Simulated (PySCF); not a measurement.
Species: C5H8Si.
Geometry (PBE0-D3(BJ)/def2-SVP, Å), atoms numbered from 1 in this order:
```
atom  x, y, z in Å
C1     3.864   -0.380   -0.688
C2     2.674   -0.144   -0.757
C3     1.280    0.125   -0.859
C4     0.458    0.330    0.191
Si5   -1.372    0.671    0.004
C6    -2.400   -0.593    0.940
H7     4.916   -0.585   -0.625
H8     0.881    0.160   -1.881
H9     0.902    0.283    1.194
H10   -1.689    0.639   -1.458
H11   -1.681    2.042    0.524
H12   -2.195   -1.610    0.573
H13   -2.169   -0.564    2.016
H14   -3.475   -0.390    0.818
```

The calculation used PBE0-D3(BJ)/def2-SVP geometry optimisation, gas phase (PySCF).

Masses are those of the commonest isotopes; rigid-rotor values at the optimised geometry. The values belong to one conformer with, in the numbering `[CH:1]#[C:2]/[CH:3]=[CH:4]/[SiH2:5][CH3:6]`, C3–C4–Si5–C6 123°.

(1) What are A, B and C (MHz)?

(2) Classify the top.

(3) What does the inertial defect say?

(4) Give the other two planar moments, Paa and Pbb, and the rms extents of the mass along the axes.

(5) List the rotational levels J(Ka,Kc) to J = 3 (MHz).

(6) Which lines would a microwave search look for?

(7) Estimate the classical rotational partition function at 25 K, 50 K and 298.15 K.

## Answers

(1) Ia = 44.79, Ib = 492.37, Ic = 513.51 u·Å²; 505379 MHz·u·Å²/I gives A = 11283, B = 1026, C = 984.2 MHz.

(2) A near-prolate asymmetric top. Ray's parameter κ = (2B − A − C)/(A − C) = -0.992; −1 is the prolate and +1 the oblate limit.

(3) Not planar: Δ = Ic − Ia − Ib = -23.65 u·Å². For a rigid frame Δ = −2 Σ m c², so Σ m c² = 11.83 u·Å² lies off the ab plane: 7.64 from hydrogen and 4.19 from heavier atoms. The atom farthest from that plane is 1.26 Å away.

(4) Paa = Σ m a² = (Ib + Ic − Ia)/2 = 480.55 and Pbb = Σ m b² = (Ia + Ic − Ib)/2 = 32.96 u·Å². With the mass M = 96.04 u, the rms extents √(P/M) along a, b and c are 2.24, 0.59, 0.35 Å.

(5) Above 0(0,0):
J = 1: 1(0,1) 2011, 1(1,1) 12267, 1(1,0) 12310
J = 2: 2(0,2) 6032, 2(1,2) 16246, 2(1,1) 16373, 2(2,1) 47143, 2(2,0) 47143
J = 3: 3(0,3) 12063, 3(1,3) 22215, 3(1,2) 22468, 3(2,2) 53175, 3(2,1) 53176, 3(3,1) 104565, 3(3,0) 104565
The levels of one J sum to (2J + 1)J(J + 1)(A + B + C)/3.

(6) The dipole components are |μa| = 0.28 D, |μb| = 0.71 D, |μc| = 0.03 D. The squared components, which scale the intensities, stand as 0.16 : 1.00 : 0.00 (a : b : c). Some of the stronger lines:

| type | branch | J(Ka,Kc) | MHz | lower level (cm⁻¹) |
| --- | --- | --- | --- | --- |
| a | R | 1(0,1) ← 0(0,0) | 2011 | 0.000 |
| a | R | 2(0,2) ← 1(0,1) | 4021 | 0.067 |
| a | R | 4(2,2) ← 3(2,1) | 8044 | 1.774 |
| b | Q | 3(1,2) ← 3(0,3) | 10405 | 0.402 |
| b | R | 1(1,1) ← 0(0,0) | 12267 | 0.000 |
| b | R | 3(1,3) ← 2(0,2) | 16183 | 0.201 |
| b | R | 4(1,4) ← 3(0,3) | 18109 | 0.402 |
| b | Q | 4(2,2) ← 4(1,3) | 30625 | 1.021 |
| b | Q | 3(2,1) ← 3(1,2) | 30708 | 0.749 |
| b | Q | 3(3,0) ← 3(2,1) | 51389 | 1.774 |
| b | Q | 4(4,0) ← 4(3,1) | 71945 | 3.756 |

(7) Point group C1, symmetry number σ = 1; q = (√π/σ)·√((kT/h)³/(ABC)), k/h = 20836.6 MHz/K: 6240 at 25 K, 17700 at 50 K, 257000 at 298.15 K.

No frequency check. Constants of a rigid frame at the computed geometry: no zero-point averaging, no centrifugal distortion. A rigid rotor knows nothing of internal rotation, which can split or shift real lines.
